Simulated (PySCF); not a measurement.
## PBE beside CCSD(T) along the 4d metals: bonds to Cl

PBE and CCSD(T) in PySCF with def2-TZVPP on every atom (core potentials on Y, Mo, Ru, Rh, Ag), for the lowest determinant that a PBE0 search found; no spin–orbit coupling.

```tsv
molecule	state (unpaired electrons)	PBE Re (Å)	PBE ωe (cm⁻¹)	PBE De (eV)	CCSD(T) Re (Å)	CCSD(T) ωe (cm⁻¹)	CCSD(T) De (eV)
YCl	singlet (closed shell)	2.379	377	5.32	2.411	374	5.35
MoCl	sextet (σ ↑, π ↑↑, δ ↑↑)	2.273	382	3.97	2.294	383	3.65
RuCl	quartet (π ↑↑, δ ↑)	2.186	377	3.80	2.224	364	3.43
RhCl	triplet (σ ↑, δ ↑)	2.241	363	3.66	2.265	361	3.35
AgCl	singlet (closed shell)	2.281	330	3.18	?	?	?
```

Q: Estimate the CCSD(T) values of AgCl by adding the mean shift from PBE to CCSD(T) of the other rows, and compare with the calculation.

A: The mean shifts are +2.9 pm, -4 cm⁻¹ and -0.24 eV, which give 2.310 Å, 326 cm⁻¹ and 2.94 eV. CCSD(T)/def2-TZVPP gives Re = 2.289 Å, ωe = 340 cm⁻¹, De = 3.03 eV.

Q: What are the mean differences of PBE from CCSD(T) over the whole series?

A: Re -2.5 pm, ωe +1 cm⁻¹, De +0.22 eV.

In a basis of this size CCSD(T) is itself not converged; it tends to give bonds that are too long and too weak.

Correlated steps freeze 5 core orbitals. The metal atom is held in its measured ground configuration; semilocal functionals can put another filling of s and d lower by some tenths of an eV, and De to that atom would be smaller. These are scalar-relativistic numbers at best; spin–orbit coupling would shift them, the dissociation energy most. Where the molecule has an RHF reference, its open-shell atoms are computed with UHF.
